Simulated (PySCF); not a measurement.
C4H8O2Si2, SMILES c1([SiH2][SiH2]O)ccco1, singlet (GFN2-xTB optimised geometry):

```
16

O      3.372    -1.454    -0.347
Si     1.751    -1.635    -0.303
Si     1.086     0.545     0.000
C     -0.789     0.545     0.000
C     -1.740     1.527     0.000
C     -2.999     0.885     0.005
C     -2.729    -0.449     0.008
O     -1.407    -0.665     0.005
H      3.965    -2.191    -0.467
H      1.410    -2.582     0.769
H      1.315    -2.287    -1.547
H      1.512     1.168     1.267
H      1.498     1.499    -1.044
H     -1.553     2.582    -0.004
H     -3.965     1.347     0.006
H     -3.371    -1.309     0.012
```

Calculation: CAM-B3LYP/def2-TZVP (PySCF 2.14.0).

### Question
What are the frontier orbital energies and the dipole moment?

### Answer
HOMO-2 -9.62 eV, HOMO-1 -9.48 eV, HOMO -7.83 eV, LUMO 0.53 eV, LUMO+1 0.82 eV; dipole moment 0.93 D.

Meta-Löwdin charges at CAM-B3LYP/def2-TZVP: O1 -0.78, Si2 0.69, Si3 0.39, C4 -0.08, C5 -0.17, C6 -0.19, C7 0.04, O8 -0.24, H9 0.35, H10 -0.12, H11 -0.12, H12 -0.09, H13 -0.09, H14 0.13, H15 0.13, H16 0.14.
